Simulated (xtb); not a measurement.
C₂H₆Cd, charge +1, doublet, at a GFN2-xTB geometry of the parent state (such geometries of metal compounds can be far from the true shape) (a state made from the parent by changing its charge; the spin is typed, not shown lowest); GFN1-xTB (xtb).

Here is a job for xtb.
```
$ xtb mol.xyz --gfn 1 --chrg 1 --uhf 1 --json

# file mol.xyz
9

Cd    -0.00835718     0.00677890    -0.00900274
C      1.72910751     0.26199186    -1.35527105
H      2.43873465    -0.55641231    -1.22735542
H      2.25222449     1.19548024    -1.14545569
H      1.42109834     0.27822144    -2.40093621
C     -1.68891978    -0.29459000     1.39856313
H     -2.21775363    -1.22344116     1.18258930
H     -2.40816231     0.52243229     1.33762517
H     -1.32612310    -0.34607892     2.42591211
```

Problem. Predict the main parts of the log of this xtb run.

Solution. 
```
   ID    Z sym.   atoms
    1   48 Cd     1
    2    6 C      2, 6
    3    1 H      3-5, 7-9

           -------------------------------------------------
          |                Calculation Setup                |
           -------------------------------------------------

           -------------------------------------------------
          |                 G F N 1 - x T B                 |
           -------------------------------------------------

          ...................................................
          :                      SETUP                      :
          :.................................................:
          :  # basis functions                  24          :
          :  # atomic orbitals                  24          :
          :  # shells                           18          :
          :  # electrons                        15          :
          :  # halogen bonds                     0          :
          :  max. iterations                   250          :
          :  Hamiltonian                  GFN1-xTB          :
          :  restarted?                      false          :
          :  GBSA solvation                  false          :
          :  PC potential                    false          :
          :  electronic temp.          300.0000000     K    :
          :  accuracy                    1.0000000          :
          :  -> integral cutoff          0.2500000E+02      :
          :  -> integral neglect         0.1000000E-07      :
          :  -> SCF convergence          0.1000000E-05 Eh   :
          :  -> wf. convergence          0.2000000E-04 e    :
          :  Broyden damping             0.4000000          :
          :  net charge                          1          :
          :  unpaired electrons                  1          :
          ...................................................

 iter      E             dE          RMSdq      gap      omega  full diag
   1     -7.8634300 -0.786343E+01  0.650E+00    4.13       0.0  T
   2     -7.8718820 -0.845200E-02  0.398E+00    4.29       1.0  T
   3     -7.8724953 -0.613253E-03  0.436E-01    4.30       1.0  T
   4     -7.8727704 -0.275192E-03  0.720E-02    4.27       1.0  T
   5     -7.8727892 -0.187565E-04  0.209E-02    4.29       1.6  T
   6     -7.8727912 -0.202731E-05  0.996E-05    4.28     334.6  T
   7     -7.8727912 -0.354863E-10  0.360E-05    4.28     926.7  T
   8     -7.8727912 -0.176748E-11  0.295E-06    4.28   11293.7  T

[...]
         :: total energy              -7.769982871736 Eh    ::
[...]
        18                          0.0822989               2.2395
        19                          0.0823514               2.2409
       ...                                ...                  ...
        24                          0.5961594              16.2223
      -------------------------------------------------------------
                  HL-Gap            0.1573991 Eh            4.2830 eV
             Fermi-level           -0.5625126 Eh          -15.3067 eV

  Mulliken/CM5 charges         n(s)   n(p)   n(d)
     1Cd    0.63055  0.70457   1.189  0.181  0.000
     2C    -0.06443 -0.24579   1.065  2.999  0.000
     3H     0.08280  0.13089   0.917  0.000  0.000
     4H     0.08306  0.13118   0.917  0.000  0.000
     5H     0.08329  0.13144   0.917  0.000  0.000
     6C    -0.06443 -0.24579   1.065  2.999  0.000
     7H     0.08306  0.13118   0.917  0.000  0.000
     8H     0.08329  0.13144   0.917  0.000  0.000
     9H     0.08280  0.13089   0.917  0.000  0.000

Wiberg/Mayer (AO) data.
largest (>0.10) Wiberg bond orders for each atom

 ---------------------------------------------------------------------------
     #   Z sym  total        # sym  WBO       # sym  WBO       # sym  WBO
 ---------------------------------------------------------------------------
     1  48 Cd   1.311 --     6 C    0.597     2 C    0.597
     2   6 C    3.751 --     5 H    0.973     4 H    0.973     3 H    0.973
                             1 Cd   0.597     6 C    0.225
     3   1 H    0.997 --     2 C    0.973
     4   1 H    0.997 --     2 C    0.973
     5   1 H    0.997 --     2 C    0.973
     6   6 C    3.751 --     8 H    0.973     7 H    0.973     9 H    0.973
                             1 Cd   0.597     2 C    0.225
     7   1 H    0.997 --     6 C    0.973
     8   1 H    0.997 --     6 C    0.973
     9   1 H    0.997 --     6 C    0.973
 ---------------------------------------------------------------------------

Topologies differ in total number of bonds
Writing topology from bond orders to xtbtopo.mol

 dipole moment from electron density (au)
     X       Y       Z
   0.0044  -0.0035   0.0047  total (Debye):    0.019

           -------------------------------------------------
          | TOTAL ENERGY               -7.769982871736 Eh   |
          | GRADIENT NORM               0.037418507499 Eh/α |
          | HOMO-LUMO GAP               4.283047504528 eV   |
           -------------------------------------------------

normal termination of xtb
```
